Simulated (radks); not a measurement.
Charge is removed step by step from the 5s down level of neutral promethium, starting from [Kr] 4d10 4f5 5s(up 1, down 1) 5p6 6s2. Method: scalar-relativistic Kohn-Sham, PBE, spin-polarised, spherical densities, finite nucleus; open shells are filled with parallel spins first (spin-orbit coupling, left out, can overturn this in heavy ions); Fermi nuclear charge, rms radius 4.962 fm; computed with a radial shooting solver on a logarithmic mesh with Libxc functionals.

removed (e)  E - E(0) (eV)  eigenvalue (eV)  E minus straight line (eV)
0                    0.000          -40.358                       0.000
0.1                  4.081          -41.328                      -0.465
0.2                  8.261          -42.321                      -0.832
0.3                 12.541          -43.336                      -1.098
0.4                 16.923          -44.370                      -1.262
0.5                 21.410          -45.422                      -1.322
0.6                 26.003          -46.490                      -1.275
0.7                 30.704          -47.573                      -1.121
0.8                 35.513          -48.669                      -0.858
0.9                 40.433          -49.779                      -0.485
1                   45.464          -50.900                       0.000

Removing the whole electron costs 45.464 eV by Delta-SCF, against 40.358 eV from minus the eigenvalue at the starting occupation. Slater's transition state (half an electron removed) gives 45.422 eV. Integrating minus the eigenvalue over the occupation (Janak's theorem) gives 45.490 eV. In this scalar-relativistic scheme the density is built from large components alone, so the theorem holds only approximately. The mean slope of the eigenvalue, de/dn, is 10.5 eV per electron.
